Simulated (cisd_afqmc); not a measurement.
Input (AFQMC/CISD/def2-TZVPP; cisd_afqmc is a phaseless AFQMC code with CISD trial states that reads the integrals written by Ansatz):

Ansatz 0.2 input:
```python
import cisd_afqmc

open("ham.yaml", "w").write("""\
crystal:
  periodic: [false, false, false]
  atoms:
    - {symbol: Mn, position_ang: [0.00000000, 0.00000000, 0.00000000]}
basis:
  gaussian:
    orbitals: def2-TZVPP
magnetization: {spin_polarized: true, initial_magnetization: 5}
correlation: {method: ccsd, electrons: outside_noble_gas, hamiltonian_folder: ham}
scf: {lower_state_search: full}
""")
rep = cisd_afqmc.ansatz("ham.yaml")
e_ccsd = rep["correlation"]["coupled_cluster"]["energy"]["hartree"]
out = cisd_afqmc.run("ham", e_ccsd, trial="CISD", walkers=100, populations=8, threads=8, dt=0.005, steps=40, early=36, settle=10, least=32,
    cut=5e-5, rank_cut=2e-4, target=0.0004, seconds=1500, seed=1, memory=12960, gpu=False)
```

Output:

```
orbitals 55, occupied [6, 1], factors 298 of 455, rank of the doubles 233 of 348
E(HF) = -1149.846789
E(CCSD) on the cut factors = -1149.978086, shift to the whole factors 0.000017
Energy of the trial state on the determinant = -1149.978096
  tau behind 10.8 of longer steps, mean of the populations' last blocks
   2.0  -1149.98196
   4.0  -1149.98188
   6.0  -1149.98206
   8.0  -1149.98214
blocks 327 (0 outliers left out), error by blocks joined: 1: 0.00009, 2: 0.00011, 4: 0.00013, 8: 0.00014, 16: 0.00019
E(AFQMC/CISD) = -1149.98189 +/- 0.00019
```

The error still grows at the longest joins of blocks, or few joins were possible, so the printed bar may be too narrow.
